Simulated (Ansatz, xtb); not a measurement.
## Relative energy of two isomers of C5H6F3+

We compare a, `C=C([CH+]C)C(F)(F)F`, a singlet, with b, `C[CH+]/C=C/C(F)(F)F`, a singlet. Both are isolated ions in the gas phase, relaxed with r2SCAN-D4/def2-SVP; each stands in its lowest conformer found.

a (Å):

```csv
atom,x (Å),y (Å),z (Å)
C,-1.7331,-1.4412,0.0345
C,-1.4083,-0.1219,0.2242
C,-0.1156,0.3206,-0.1333
C,0.4187,1.6558,-0.0141
C,-2.4205,0.8625,0.8118
F,-2.6390,1.8505,-0.0595
F,-3.5681,0.2545,1.0800
F,-1.9290,1.3904,1.9353
H,-1.0068,-2.1453,-0.3865
H,-2.7255,-1.8234,0.2995
H,0.5555,-0.4463,-0.5486
H,-0.2525,2.4157,0.3975
H,1.3649,1.5937,0.5689
H,0.8108,1.9582,-1.0107
```

b (Å):

```xyz
14

C     1.9166    1.6534    2.5498
C     1.0584    2.0692    1.4657
C     0.3718    1.2013    0.5977
C    -0.4144    1.7234   -0.3962
C    -1.1879    0.8665   -1.3746
F    -0.7713    1.1660   -2.6016
F    -1.0070   -0.4282   -1.1472
F    -2.4782    1.1648   -1.2512
H     2.0183    0.5691    2.6764
H     1.5635    2.1363    3.4879
H     2.9096    2.1388    2.4238
H     0.9313    3.1509    1.3055
H     0.4631    0.1150    0.7137
H    -0.5300    2.8059   -0.5416
```

Quicker runs give these differences E(b) − E(a): GFN2-xTB +0.58 kJ/mol; HF/STO-3G −7.24 kJ/mol (at GFN2-xTB geometries); r2SCAN-D4/def2-SVP//GFN2-xTB −5.76 kJ/mol.

Problem. Estimate which is lower in electronic energy at CCSD(T)/def2-SVP + ΔMP2/def2-TZVPP, and by roughly how much.

Solution. Too close to call at this level: CCSD(T)/def2-SVP + ΔMP2/def2-TZVPP gives E(b) − E(a) = +0.54 kJ/mol.

The same difference at several levels:

```tsv
level	geometry	E(b) − E(a) (kJ/mol)	departure from the last row (kJ/mol)	job, with rough time for the two
GFN2-xTB	GFN2-xTB	+0.58	+0.04	optimisation, 0.16 s
HF/STO-3G	GFN2-xTB	−7.24	−7.78	single point, 0.36 s
r2SCAN-D4/def2-SVP//GFN2-xTB	GFN2-xTB	−5.76	−6.30	single point, 3.7 s
r2SCAN-D4/def2-SVP	r2SCAN-D4/def2-SVP	−1.95	−2.49	optimisation, 98 s
HF/def2-SVP	r2SCAN-D4/def2-SVP	+4.11	+3.57	part of the CCSD(T) run
MP2/def2-SVP	r2SCAN-D4/def2-SVP	+0.92	+0.38	part of the CCSD(T) run
CCSD(T)/def2-SVP	r2SCAN-D4/def2-SVP	+2.45	+1.91	single point
CCSD(T)/def2-SVP + ΔMP2/def2-TZVPP	r2SCAN-D4/def2-SVP	+0.54		single point, 1.8 min
```

As drawn, both hold the same kinds of bond in the same numbers.

The largest departure from CCSD(T)/def2-SVP + ΔMP2/def2-TZVPP is that of HF/STO-3G, 7.78 kJ/mol. The last row adds to CCSD(T) the change of the MP2 difference between the two basis sets, here −1.91 kJ/mol.

With thermal terms from frequencies at re-optimised GFN2-xTB minima (ideal gas, soft modes damped towards free rotors, one conformer each, 298.15 K, 1 atm): the zero-point term adds +0.32 kJ/mol; ΔH is +1.50 and ΔG −1.32 kJ/mol.

The correlated steps freeze 8 core orbitals. Codes used: Ansatz 0.2.0, xtb 6.7.1; the last row on 4 threads of Arm Neoverse V1 on a shared host.
